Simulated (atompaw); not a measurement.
# Which change was made? (Pb, PAW (atompaw))

| Property | Result |
| --- | --- |
| Element | Pb |
| Generator | atompaw 4.2.0.5 |
| Type | PAW |
| Functional | PBE |
| Relativity | scalar-relativistic |
| Frozen core | [Kr] 4d10 4f14 |
| Valence charge | 22 |
| Reference configuration | 5s2 5p6 5d10 6s2 6p2 |
| Partial waves | 5s (bound): rc 1.45 bohr; 6s (bound): rc 1.30 bohr; 5p (bound): rc 1.45 bohr; 6p (bound): rc 1.60 bohr; 5d (bound): rc 1.80 bohr; 5d channel at 1.4 Ry: rc 1.80 bohr |
| Local potential | ultrasoft scheme with l = 3 at 0 Ry, radius 1.30 bohr |
| Core correction | smooth core density matched at 1.20 bohr |
| Augmentation charge | sinc compensation charge, radius 1.45 bohr; PAW radius 1.80 bohr; waves and projectors: custom polynom2 7 10 vanderbiltortho |

Cutoffs, loose and tight: the cutoffs (Ry, on a coarse ladder) from which the occupation-weighted sum of valence levels, in a spherical-Bessel basis at the reference potential, stays within 10 and 1 mRy of its value at 400 Ry. They see the waves, projectors and local potential, not the compensation charge or the core.

The base gives: outcome: generated; cutoff, loose: 160 Ry; cutoff, tight: 300 Ry; bound ghosts: none.

(1) After one change the result is: outcome: generated; cutoff, loose: 140 Ry; cutoff, tight: 300 Ry; bound ghosts: s. Which change was it?
A. core [Xe] 4f14 5d10, valence charge 4; reference 6s2 6p2; waves now 6s (bound): rc 2.85 bohr; 6s channel at -0.1 Ry: rc 2.05 bohr; 6p (bound): rc 2.85 bohr; 6p channel at 0.35 Ry: rc 2.85 bohr; local potential ultrasoft scheme with l = 2 at 0 Ry, radius 2.65 bohr; core correction smooth core density matched at 2.45 bohr; augmentation sinc compensation charge, radius 2.50 bohr; PAW radius 2.85 bohr; waves and projectors: custom polynom2 7 10 vanderbiltortho
B. local potential ultrasoft scheme with l = 3 at 0 Ry, radius 0.98 bohr
C. wave 6p (bound): rc 1.60 bohr becomes 6p (bound): rc 1.24 bohr
D. local potential vpsmatchnc scheme with l = 3 at 0 Ry, radius 1.30 bohr

## Answers

(1) D. The others give: local potential ultrasoft scheme with l = 3 at 0 Ry, radius 0.98 bohr → outcome: failed: atompaw: The overlap operator has at least one negative eigenvalue! | core [Xe] 4f14 5d10, valence charge 4; reference 6s2 6p2; waves now 6s (bound): rc 2.85 bohr; 6s channel at -0.1 Ry: rc 2.05 bohr; 6p (bound): rc 2.85 bohr; 6p channel at 0.35 Ry: rc 2.85 bohr; local potential ultrasoft scheme with l = 2 at 0 Ry, radius 2.65 bohr; core correction smooth core density matched at 2.45 bohr; augmentation sinc compensation charge, radius 2.50 bohr; PAW radius 2.85 bohr; waves and projectors: custom polynom2 7 10 vanderbiltortho → outcome: generated; cutoff, loose: 10 Ry; cutoff, tight: 25 Ry; bound ghosts: none | wave 6p (bound): rc 1.60 bohr becomes 6p (bound): rc 1.24 bohr → outcome: generated; cutoff, loose: 160 Ry; cutoff, tight: 300 Ry; bound ghosts: p.
